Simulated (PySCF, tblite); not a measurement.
Calculations on `O([SiH3])C(CCF)=O`, in the order of a workflow; each names the level of the geometry that it ran on. Settings lines and outputs come from a driver script.

Species: C3H7FO2Si.
Atom-mapped SMILES: `[O:1]=[C:2]([CH2:3][CH2:4][F:5])[O:6][SiH3:7]` (hydrogens: H8, H9 on C3; H10, H11 on C4; H12, H13, H14 on Si7)

Step 1: GFN2-xTB geometry optimisation, gas phase (tblite 0.8.0) (from a force-field or distance-geometry start)
```json
{"job": {"kind": "relax", "xc": "GFN2-xTB", "basis": "xTB"}, "charge": 0, "multiplicity": 1}
```
```
step      E/eV     max force
  0    -670.72885    2.796
  1    -670.80183    2.911
  2    -670.85658    0.646
...
 24    -670.93773    0.012
 25    -670.93776    0.014
 26    -670.93779    0.017
 27    -670.93781    0.013
 28    -670.93782    0.010
```

Energy lowered by 4.8 kcal/mol over 28 steps; largest atomic force 0.010 eV/Å at the end. «max force» is the largest atomic force in eV/Å.

On one thread, Intel Xeon at 2.50 GHz (x86_64) (shared host), this took 0.29 s of wall time.

Step 2: GFN2-xTB harmonic vibrations, gas phase (tblite 0.8.0) (on the GFN2-xTB geometry)
```json
{"job": {"kind": "ir", "xc": "GFN2-xTB", "basis": "xTB"}, "charge": 0, "multiplicity": 1}
```
```
(table of modes left out)
```

36 modes from 40 to 2988 cm⁻¹ (unscaled, harmonic); zero-point energy 59.2 kcal/mol; all wavenumbers are real at this level.

The run took 1.0 s wall on an Intel Xeon at 2.50 GHz with one thread, shared host with 64 logical CPUs at a one-minute load of 63.

Step 3: TDDFT CAM-B3LYP/def2-SVPD, vertical, gas phase, core orbitals frozen in the response (PySCF 2.14.0, density-fitted response routines) (on the GFN2-xTB geometry)
```json
{"job": {"kind": "uv", "xc": "CAM-B3LYP", "basis": "def2-SVPD", "nstates": 8, "ntriplets": 3}, "charge": 0, "multiplicity": 1}
```
```
...
Static polarisability (au): isotropic 68.288, principal 57.181 66.409 81.273
Singlet excitations
state   eV       nm        f      main configurations
  1   5.9516    208.3   0.00050   H->L+1 0.94
  2   7.7468    160.0   0.02492   H->L 0.85
  3   8.0869    153.3   0.00520   H-1->L 0.79
  4   8.2797    149.7   0.00189   H-3->L+1 0.66, H-6->L+1 0.24
  5   8.3017    149.3   0.09311   H-1->L+1 0.68, H->L+2 0.13
  6   8.4315    147.0   0.01893   H-3->L 0.46, H-4->L 0.32
  7   8.7684    141.4   0.10964   H->L+2 0.50, H-1->L+1 0.17
  8   9.0151    137.5   0.02972   H-1->L+2 0.64, H-5->L 0.14
Triplet excitations (Tamm-Dancoff, eV): 5.4359 6.3294 7.5875
```

HOMO -10.05 eV, LUMO 0.70 eV; lowest singlet 5.95 eV; lowest triplet 5.44 eV (Tamm–Dancoff); mean polarisability 68.3 au.

On one thread of an Intel Xeon at 2.50 GHz, shared host with 64 logical CPUs at a one-minute load of 63, this took 99 s wall and 0.94 GiB of memory at its peak.

Geometry of the electronic-property runs (GFN2-xTB):
```
atom  x, y, z in Å
O1    -0.4097   -1.0268    0.7359
C2    -0.1916   -0.1265   -0.0294
C3     1.1840    0.3125   -0.4706
C4     2.2736   -0.5287    0.1779
F5     3.5068   -0.1004   -0.2469
O6    -1.1500    0.5955   -0.5822
Si7   -2.7724    0.3425   -0.2840
H8     1.3117    1.3667   -0.2127
H9     1.2404    0.2358   -1.5591
H10    2.1837   -1.5823   -0.1008
H11    2.2563   -0.4335    1.2672
H12   -3.0252    0.5463    1.1366
H13   -3.2840    1.4018   -1.1408
H14   -3.1242   -1.0033   -0.7184
```

 (This holds for the electronic-property runs.)

One conformer stands for the species.
